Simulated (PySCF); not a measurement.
3-fluorobuta-1,2-diene (C4H5F), SMILES C=C=C(C)F.

Geometry optimised at PBE0-D3(BJ)/def2-SVP.

Two levels are set side by side: PBE/def2-TZVP (PySCF) and ωB97X/def2-TZVP (PySCF). Same geometry, gas phase. Differences are taken from unrounded values.

```
quantity                       PBE
---------------------------  -----
orbital gap (eV)              4.42
highest occupied level (eV)  -5.82
lowest empty level (eV)      -1.40
dipole moment (D)             1.54
mean polarisability (bohr³)   53.0
```

Question: These are the PBE values. What does ωB97X give? (Estimate from the structure and the level; the computed values follow.)

Answer: 
```tsv
quantity	ωB97X	PBE minus ωB97X
orbital gap (eV)	11.27	-6.85
highest occupied level (eV)	-9.39	3.57
lowest empty level (eV)	1.88	-3.28
dipole moment (D)	1.70	-0.15
mean polarisability (bohr³)	51.3	1.6
```

Without exact exchange PBE keeps part of each electron's self-repulsion, which lifts occupied levels and narrows the gap. PBE's more diffuse valence density responds more strongly to a field. Differences between two approximate levels are no errors against the true value.

Rough cost on one machine, each run with all the roots and properties that it gave: ωB97X against PBE within a factor of 2.
